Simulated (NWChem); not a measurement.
# CH3ClSn, singlet; SMILES [CH3][Sn][Cl]

Computed with NWChem. Low-valent species are run as closed-shell singlets; no triplet was tried in these runs. Structure relaxed at the PBE0/def2-SVP level. def2 effective core potentials on Sn; no spin-orbit coupling.

**Question.** Predict the results for PBE/def2-SVP. Quantities: highest occupied level (eV); orbital gap (eV); dipole (D).

**Answer.** 
| Property | Result |
|---|---|
| highest occupied level (eV) | -5.53 |
| orbital gap (eV) | 2.19 |
| dipole (D) | 2.52 |
